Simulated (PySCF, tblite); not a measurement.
Isomers of C5H5ClO2Si. Level: GFN2-xTB in tblite, geometry and Hessian alike; calculated harmonic values, unscaled, isolated species. Against measured fundamentals such values can be off by several per cent, at times by over 20. Modes of hydrogen on silicon can be 10 to 20 % off. One conformer each.

Electronic energies: PBE0/pcSseg-1 single points on the GFN2-xTB geometries (PySCF, gas phase).

```tsv
SMILES	electronic energy, lowest = 0 (kcal/mol)
O=C(Cl)c1ccc([SiH3])o1	5.7
O=C(O)C1=CC=C(Cl)[SiH2]1	0.0
O=C(Cl)c1cc([SiH3])co1	5.1
```

Task: How do GFN2-xTB zero-point energies change the relative energies?

Result: 
```
                  SMILES  ZPE (kcal/mol)  of it from modes above 1550 cm⁻¹  electronic (kcal/mol)  with ZPE, lowest = 0 (kcal/mol)  lowest mode (cm⁻¹)  rings
O=C(O)C1=CC=C(Cl)[SiH2]1            52.8                              25.1                    0.0                              0.0                  58      1
  O=C(Cl)c1cc([SiH3])co1            51.6                              21.4                    5.1                              3.9                  44      1
  O=C(Cl)c1ccc([SiH3])o1            51.5                              21.5                    5.7                              4.5                  28      1
```

The zero-point energies span 1.3 kcal/mol, from `O=C(Cl)c1ccc([SiH3])o1` to `O=C(O)C1=CC=C(Cl)[SiH2]1`. The order is unchanged.

Task: And how do the electronic energies of GFN2-xTB itself compare?

Result: `O=C(O)C1=CC=C(Cl)[SiH2]1` 17.5; `O=C(Cl)c1cc([SiH3])co1` 1.5; `O=C(Cl)c1ccc([SiH3])o1` 0.0 kcal/mol, lowest = 0. Against the energies above, taken from the same isomer `O=C(O)C1=CC=C(Cl)[SiH2]1`, the largest difference is 23.2 kcal/mol.

Task: What do entropy and thermal enthalpy add at 298.15 K and 1 bar (rigid rotor, harmonic oscillator, one conformer each)?

Result: 
| SMILES | point group | symmetry number | S (cal/(mol K)) | H − H(0) (kcal/mol) | ZPE + H − H(0) − TS (kcal/mol) |
| --- | --- | --- | --- | --- | --- |
| O=C(O)C1=CC=C(Cl)[SiH2]1 | Cs | 1 | 97.5 | 6.66 | 30.4 |
| O=C(Cl)c1cc([SiH3])co1 | Cs | 1 | 99.7 | 6.69 | 28.5 |
| O=C(Cl)c1ccc([SiH3])o1 | Cs | 1 | 100.8 | 6.74 | 28.2 |
